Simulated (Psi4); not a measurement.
manganese atom (Mn), sextet; PBE/6-31G** in Psi4 1.11.

Input for Psi4:
```
memory 2 GB

molecule mol {
0 6
  Mn    0.000000    0.000000    0.000000
}

set basis 6-31g**
set reference uks

energy('pbe')
print_variables()
```

Question: Write the output that Psi4 gives for this input, abridged.

Answer: 
```
   => Loading Basis Set <=

    Name: 6-31G**
    Role: ORBITAL
    Keyword: BASIS

         ---------------------------------------------------------
                                   SCF
               by Justin Turney, Rob Parrish, Andy Simmonett
                          and Daniel G. A. Smith
                              UKS Reference
         ---------------------------------------------------------

  ==> Geometry <==

    Molecular point group: d2h
    Geometry (in Angstrom), charge = 0, multiplicity = 6:

       Center              X                  Y                   Z               Mass
    ------------   -----------------  -----------------  -----------------  -----------------
         MN           0.000000000000     0.000000000000     0.000000000000    54.938043910000

  Running in d2h symmetry.

  Rotational constants: A = ************  B = ************  C = ************ [cm^-1]
  Rotational constants: A = ************  B = ************  C = ************ [MHz]
  Nuclear repulsion =    0.000000000000000

  Charge       = 0
  Multiplicity = 6
  Electrons    = 25
  Nalpha       = 15
  Nbeta        = 10

  ==> Algorithm <==

  SCF Algorithm Type is DF.
  DIIS enabled.
  MOM disabled.
  Fractional occupation disabled.
  Guess Type is CORE.
  Energy threshold   = 1.00e-06
  Density threshold  = 1.00e-06
  Integral threshold = 1.00e-12

  ==> Primary Basis <==

  Basis Set: 6-31G**
    Blend: 6-31G**
    Number of shells: 12
    Number of basis functions: 39
    Number of Cartesian functions: 39
    Spherical Harmonics?: false
    Max angular momentum: 3

  ==> DFT Potential <==

   => LibXC <=

    Version 7.1.2
    S. Lehtola, C. Steigemann, M. J. T. Oliveira, and M. A. L. Marques,  SoftwareX 7, 1–5 (2018) (10.1016/j.softx.2017.11.002)

   => Composite Functional: PBE <=

    PBE GGA Exchange-Correlation Functional

    J.P. Perdew et. al., Phys. Rev. Lett., 77(18), 3865-3868, 1996

    Deriv               =              1
    GGA                 =           TRUE
    Meta                =          FALSE

    Exchange Hybrid     =          FALSE
    MP2 Hybrid          =          FALSE

   => Exchange Functionals <=

    1.0000     XC_GGA_X_PBE

   => Correlation Functionals <=

    1.0000     XC_GGA_C_PBE

   => LibXC Density Thresholds  <==

    XC_GGA_C_PBE:  1.00E-12
    XC_GGA_X_PBE:  1.00E-15

   => Molecular Quadrature <=

    Radial Scheme          =       TREUTLER
    Pruning Scheme         =           NONE
    Nuclear Scheme         =       TREUTLER

    Blocking Scheme        =         OCTREE
    BS radius alpha        =              1
    Pruning alpha          =              1
    Radial Points          =             75
    Spherical Points       =            302
    Total Points           =          21436
    Total Blocks           =            240
    Max Points             =            251
    Max Functions          =             39
    Weights Tolerance      =       1.00E-15

   => Loading Basis Set <=

    Name: (6-31G** AUX)
    Role: JKFIT
    Keyword: DF_BASIS_SCF

  ==> Integral Setup <==

  SCF_SUBTYPE=INCORE selected. In-core MEM_DF algorithm will be used.
  Using in-core AOs.

  ==> MemDFJK: Density-Fitted J/K Matrices <==

    J tasked:                   Yes
    K tasked:                    No
    wK tasked:                   No
    Algorithm:                 Core
    Schwarz Cutoff:           1E-12
    Mask sparsity (%):       0.0000
    Fitting Condition:        1E-10

   => Auxiliary Basis Set <=

  Basis Set: (6-31G** AUX)
    Blend: DEF2-UNIVERSAL-JKFIT
    Number of shells: 58
    Number of basis functions: 377
    Number of Cartesian functions: 377
    Spherical Harmonics?: false
    Max angular momentum: 6

  Minimum eigenvalue in the overlap matrix is 1.9654440320E-03.
  Reciprocal condition number of the overlap matrix is 5.0504795583E-04.
    Using symmetric orthogonalization.

  ==> Pre-Iterations <==

  SCF Guess: Core (One-Electron) Hamiltonian.

[...]
    Occupation by irrep:
             Ag   B1g   B2g   B3g    Au   B1u   B2u   B3u
    DOCC [     4,    0,    0,    0,    0,    2,    2,    2 ]
    SOCC [     2,    1,    1,    1,    0,    0,    0,    0 ]
    NA   [     6,    1,    1,    1,    0,    2,    2,    2 ]
    NB   [     4,    0,    0,    0,    0,    2,    2,    2 ]

   @DF-UKS iter   4: -1150.01293077798823    2.62189e-01   4.33503e-02 DIIS/ADIIS
   @DF-UKS iter   5: -1150.30194861756286   -2.89018e-01   4.72994e-02 DIIS/ADIIS
   @DF-UKS iter   6: -1150.54945341758639   -2.47505e-01   2.08455e-02 DIIS/ADIIS
   @DF-UKS iter   7: -1150.57109100248249   -2.16376e-02   1.01253e-02 DIIS/ADIIS
   @DF-UKS iter   8: -1150.57865077638235   -7.55977e-03   4.20966e-03 DIIS/ADIIS
   @DF-UKS iter   9: -1150.58015349781408   -1.50272e-03   1.46567e-04 DIIS/ADIIS
   @DF-UKS iter  10: -1150.58015534071046   -1.84290e-06   3.30968e-05 DIIS
   @DF-UKS iter  11: -1150.58015543747206   -9.67616e-08   1.02325e-06 DIIS
   @DF-UKS iter  12: -1150.58015543783540   -3.63343e-10   4.06580e-07 DIIS
  Energy and wave function converged.

  ==> Post-Iterations <==

   Electrons on quadrature grid:
      Nalpha   =   15.0000001666 ; deviation = 1.666e-07
      Nbeta    =   10.0000001665 ; deviation = 1.665e-07
      Ntotal   =   25.0000003331 ; deviation = 3.331e-07

   @Spin Contamination Metric:   1.180402197E-02
   @S^2 Expected:                8.750000000E+00
   @S^2 Observed:                8.761804022E+00
   @S   Expected:                2.500000000E+00
   @S   Observed:                2.500000000E+00

    Orbital Energies [Eh]
    ---------------------

    Alpha Occupied:

[...]
    Alpha Virtual:

[...]
    Beta Occupied:

[...]
       4Ag    -0.156043

    Beta Virtual:

[...]
    Final Occupation by Irrep:
             Ag   B1g   B2g   B3g    Au   B1u   B2u   B3u
    DOCC [     4,    0,    0,    0,    0,    2,    2,    2 ]
    SOCC [     2,    1,    1,    1,    0,    0,    0,    0 ]
    NA   [     6,    1,    1,    1,    0,    2,    2,    2 ]
    NB   [     4,    0,    0,    0,    0,    2,    2,    2 ]

  @DF-UKS Final Energy: -1150.58015543783540

   => Energetics <=

    Nuclear Repulsion Energy =              0.0000000000000000
    One-Electron Energy =               -1585.3174713782223080
    Two-Electron Energy =                 486.5773524091291051
    DFT Exchange-Correlation Energy =     -51.8400364687423192
    Empirical Dispersion Energy =           0.0000000000000000
    VV10 Nonlocal Energy =                  0.0000000000000000
    Total Energy =                      -1150.5801554378354012

  UHF NO Occupations:
  HONO-2 :    1B1g 1.0000000
  HONO-1 :    1B3g 1.0000000
  HONO-0 :    6 Ag 1.0000000
  LUNO+0 :    7 Ag 0.0057605
  LUNO+1 :    3B2u 0.0000518
  LUNO+2 :    3B1u 0.0000518
  LUNO+3 :    3B3u 0.0000518

Computation Completed

Properties will be evaluated at   0.000000,   0.000000,   0.000000 [a0]

Properties computed using the SCF density matrix

 Multipole Moments:

 ------------------------------------------------------------------------------------
     Multipole            Electronic (a.u.)      Nuclear  (a.u.)        Total (a.u.)
 ------------------------------------------------------------------------------------

 L = 1.  Multiply by 2.5417464519 to convert [e a0] to [Debye]
 Dipole X            :          0.0000000            0.0000000            0.0000000
 Dipole Y            :          0.0000000            0.0000000            0.0000000
 Dipole Z            :          0.0000000            0.0000000            0.0000000
 Magnitude           :                                                    0.0000000

 ------------------------------------------------------------------------------------

  Variable Map:
  ----------------------------------------------------------------------------
[...]
  Array Variable Map:
  ----------------------------------------------------------------------------
[...]
[...]
```
